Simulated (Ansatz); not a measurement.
`[SiH3]N[SiH2][SiH2]Cl` + `N[SiH3]` → `[SiH3]N[SiH2]Cl` + `[SiH3]N[SiH3]` at 700 K and 1 bar (cleavage of the Si–Si bond).

Program: Ansatz. Geometries: PBE0-D4/def2-TZVP. ΔE: electronic, gas phase. CCSD(T)/CBS adds triple-zeta CCSD(T) − MP2 to the extrapolated MP2 energy (def2 sets, frozen cores). This one scheme is used for every species. Each species was taken in one conformer, which may not be the lowest.

```json
{"species": "`[SiH3]N[SiH2][SiH2]Cl`", "CCSD(T)/CBS energy (Eh)": "-1386.61761", "H − E (kJ/mol)": "308.2", "S (J/(mol·K))": "569.4"}
{"species": "`N[SiH3]`", "CCSD(T)/CBS energy (Eh)": "-346.80422", "H − E (kJ/mol)": "180.7", "S (J/(mol·K))": "336.3"}
{"species": "`[SiH3]N[SiH2]Cl`", "CCSD(T)/CBS energy (Eh)": "-1096.34659", "H − E (kJ/mol)": "237.1", "S (J/(mol·K))": "470.7"}
{"species": "`[SiH3]N[SiH3]`", "CCSD(T)/CBS energy (Eh)": "-637.10515", "H − E (kJ/mol)": "245.6", "S (J/(mol·K))": "444.2"}
```

H − E and S are ideal-gas, rigid-rotor, harmonic terms from PBE0-D4/def2-TZVP, for one conformer and one mirror image of each species. 1 Eh = 2625.50 kJ/mol, R = 8.31446 J/(mol·K).

Question: By hand: ΔE, ΔH, ΔS and ΔG.

Answer: ΔE = (-1096.34659) + (-637.10515) − (-1386.61761) − (-346.80422) = -0.02991 Eh = -78.5 kJ/mol. Δ(H − E) = 237.1 + 245.6 − 308.2 − 180.7 = -6.2, so ΔH = -84.7 kJ/mol. ΔS = 470.7 + 444.2 − 569.4 − 336.3 = 9.2 J/(mol·K). ΔG = -84.7 − 700 × (9.2)/1000 = -91.1 kJ/mol.

Question: By hand: the equilibrium constant, and the temperature at which ΔG would vanish if ΔH and ΔS stayed fixed.

Answer: log₁₀ K = −ΔG/(RT ln 10) = 6.8. ΔH and −TΔS have one sign here, so there is no such temperature.

The number of gas molecules stays the same, so ΔS is small and ΔH decides. A doubt of 5 kJ/mol in ΔE shifts log₁₀ K by 0.4 here. Other conformers and mirror images would add mixing entropy, several J/(mol·K) or more a flexible species. Modes under 60 cm⁻¹, often nearly free rotors, make the harmonic entropy too high. These are equilibria of isolated gas molecules and say nothing of rates. Largest T1 diagnostic: 0.011 (customary marks: 0.02 for closed shells, 0.045 for open ones).

ΔS is within the doubt of such terms, so its sign, and with it that verdict, could turn.
